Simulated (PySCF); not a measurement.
Name the molecule from its bond curve

A diatomic of charge 0 contains Sm. Its octet curve at PBE0 in a triple-zeta basis (spin-free X2C with a Gaussian nucleus, PySCF), in eV from the separated fragments:

```
R (Å)  E (eV)
1.814  -1.723
1.898  -1.901
1.982  -2.006
2.046  -2.045
2.109  -2.057
2.172  -2.046
2.257  -2.003
2.362  -1.914
2.489  -1.772
2.657  -1.549
```

The fit gives ωe = 1241 cm⁻¹ and the rotational constant Bₑ = 3.789 cm⁻¹.

Problem. Which atom is the partner?

Solution. The minimum lies at 2.108 Å, so the reduced mass is 16.8576 u Å² cm⁻¹/(Bₑ·Re²) = 1.001 u. With Sm at 151.92 u the partner weighs about 1.0 u: H. The molecule is SmH.

Spin–orbit coupling is left out. With d or f electrons several states lie close, and the lowest PBE0 determinant need not be the measured ground state.
